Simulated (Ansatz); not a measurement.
Frontier orbitals of CH$_{3}$ClN$_{2}$Si (`N[SiH]1N=C1Cl`).

Cartesian coordinates in Å:
```
N 0.187 1.476 0.339
Si -0.487 -0.064 0.248
N 0.473 -1.518 0.583
C 0.202 -1.413 -0.659
Cl 0.716 -2.445 -1.944
H 1.135 1.693 0.085
H -0.328 2.268 0.683
H -1.898 0.004 0.664
```

The species carries charge 0 and has multiplicity 1. All single points use the PBE0-D4/def2-TZVP geometry. It is one conformer, not always the lowest. Basis def2-TZVPP, Ansatz 0.2.0.

```csv
functional,HOMO (eV),LUMO (eV),gap (eV)
PBE,-5.44,-1.75,3.69
B97M-V,-5.74,-1.42,4.32
PBE0,-6.69,-0.67,6.02
B3LYP,-6.48,-0.89,5.59
r2SCAN0,-6.85,-0.56,6.29
BHLYP,-7.87,0.51,8.38
ωB97X-V,-8.99,1.65,10.64
ωB97M-V,-8.87,1.51,10.38
```

From PBE to PBE0 the HOMO moves by −1.25 eV and the LUMO by +1.08 eV, and with ωB97M-V by −3.43 and +3.26 eV, so the gap grows from 3.69 to 10.38 eV with exact exchange. A positive LUMO is unbound and depends on the basis.

B3LYP here is the variant with VWN-RPA as its local correlation; programs differ in this.
